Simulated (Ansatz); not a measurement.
Basis sets compared for Li₉ (the lowest doublet isomer of a short search). Total charge 0; doublet. Geometry r2SCAN/def2-TZVP. Ansatz on 4 threads of Arm Neoverse V1 on a shared host; times are rough, and most runs start from earlier orbitals.

```xyz
9

Li    0.951    0.236   -2.584
Li   -1.145    1.705    1.853
Li   -0.417   -2.267   -1.069
Li    2.516   -1.045   -0.448
Li    0.002   -0.003    0.000
Li    1.546    2.007    0.060
Li   -1.859    1.177   -1.260
Li   -2.320   -0.907    1.185
Li    0.726   -0.902    2.263
```

The structure comes from a short search, and lower isomers may exist.

Binding counts from free atoms (Li doublet) in the same basis, without a counterpoise term.

```csv
level,functions,energy (Eh),HOMO (eV),LUMO (eV),binding per atom (eV),wall time
PBE/def2-SVP,81,-67.4123,-2.28,-1.90,0.99,2.7 s
PBE/def2-TZVP,126,-67.4728,-2.31,-1.93,0.95,2.5 s
r2SCAN/def2-TZVP,126,-67.6225,-2.37,-1.77,0.93,12 s
PBE0/def2-SVP,81,-67.4474,-2.66,-1.40,0.95,4.3 s
PBE0/def2-TZVP,126,-67.5078,-2.71,-1.44,0.92,10 s
```

(1) Estimate the rows for PBE/def2-TZVPD, r2SCAN/def2-TZVPD, PBE0/def2-TZVPD.

## Answers

(1) 
```
            level  functions  energy (Eh)  HOMO (eV)  LUMO (eV)  binding per atom (eV)  wall time
   PBE/def2-TZVPD        153     -67.4732      -2.32      -1.95                   0.96      4.1 s
r2SCAN/def2-TZVPD        153     -67.6229      -2.38      -1.79                   0.93       16 s
  PBE0/def2-TZVPD        153     -67.5081      -2.72      -1.47                   0.92      8.5 s
```
